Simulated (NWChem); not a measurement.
**Basis-set convergence for FIn**

```xyz
2

In     0.0000     0.0000    -0.3098
F      0.0000     0.0000     1.6864
```
Charge 0, spin multiplicity 1.

The numbers come from NWChem runs, not from measurements. Structure: optimised with PBE0/def2-SVP with def2 effective core potentials on In, a minimum by its harmonic frequencies.

Quantity: vertical ionisation energy at the level ΔB3LYP (Δ: difference of total energies, the cation a doublet at the parent's geometry with its hole in an orbital of symmetry a1 (C2v labels); it is the state that the SCF runs reached, from PBE0 orbitals for Hartree-Fock references, and need not be the lowest).

Effective core potentials replace the inner electrons of In; spin-orbit coupling is left out. B3LYP has NWChem's definition, with VWN1-RPA local correlation. The structure started from a generated list of species. No SCF solution was tested for a lower state.

Relative cost: rough, from shared machines, SCF included, def2-SVP = 1.

```tsv
basis	functions	vertical ionisation energy (eV)	relative cost
def2-SVP	40	10.00	1
def2-SVPD	55	10.23	under 3
def2-TZVP	81	10.15	under 3
def2-TZVPP	81	10.15	under 3
def2-TZVPD	96	10.18	under 3
def2-QZVP	139	10.17	10
```

Smallest basis within 0.2 eV of def2-QZVP, the largest set run: def2-SVP, with 40 functions against 139 and about 9 % of the time (also within reach: def2-SVPD, def2-TZVP, def2-TZVPP, def2-TZVPD). def2-QZVP isn't the basis-set limit itself, and a small set can land close by cancellation.
